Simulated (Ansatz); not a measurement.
One change: `CB(N)Br` becomes `CB(Br)CF`.

Ansatz, PBE0-D4/def2-TZVP geometries, multiplicity 1. Each molecule was computed in one conformer, which needn't be the lowest.

Scalar relativity is left out up to krypton.

| property | `CB(N)Br` |
| --- | --- |
| size of the dipole moment (PBE/def2-TZVPP) / D | 2.75 |
| HOMO–LUMO gap (PBE/def2-TZVPP) / eV | 6.10 |
| HOMO energy (PBE/def2-TZVPP) / eV | -6.58 |
| LUMO energy (B3LYP/def2-TZVPP) / eV | 0.31 |
| HOMO–LUMO gap (B3LYP/def2-TZVPP) / eV | 7.92 |
| LUMO energy (PBE/def2-TZVPP) / eV | -0.48 |

Question: Give the same properties after the change, and the shifts. (Best estimate.)

Answer: Computed: 
```json
{"property": "size of the dipole moment (PBE/def2-TZVPP) / D", "`CB(Br)CF`": "0.33", "shift": "-2.42"}
{"property": "HOMO–LUMO gap (PBE/def2-TZVPP) / eV", "`CB(Br)CF`": "4.66", "shift": "-1.44"}
{"property": "HOMO energy (PBE/def2-TZVPP) / eV", "`CB(Br)CF`": "-6.85", "shift": "-0.27"}
{"property": "LUMO energy (B3LYP/def2-TZVPP) / eV", "`CB(Br)CF`": "-1.44", "shift": "-1.75"}
{"property": "HOMO–LUMO gap (B3LYP/def2-TZVPP) / eV", "`CB(Br)CF`": "6.52", "shift": "-1.40"}
{"property": "LUMO energy (PBE/def2-TZVPP) / eV", "`CB(Br)CF`": "-2.19", "shift": "-1.71"}
```

With PBE0 the HOMO falls by 0.32 eV and the LUMO falls by 1.75 eV, so the gap narrows by about 1.43 eV. PBE moves the HOMO by -0.27 eV and ωB97M-V by -0.32 eV. Dipoles are sizes alone; their direction can turn.

B3LYP here is the variant with VWN-RPA as its local correlation; programs differ in this.

Spin–orbit coupling is left out; it splits and shifts lone-pair levels of the heavy atoms by tenths of an eV.
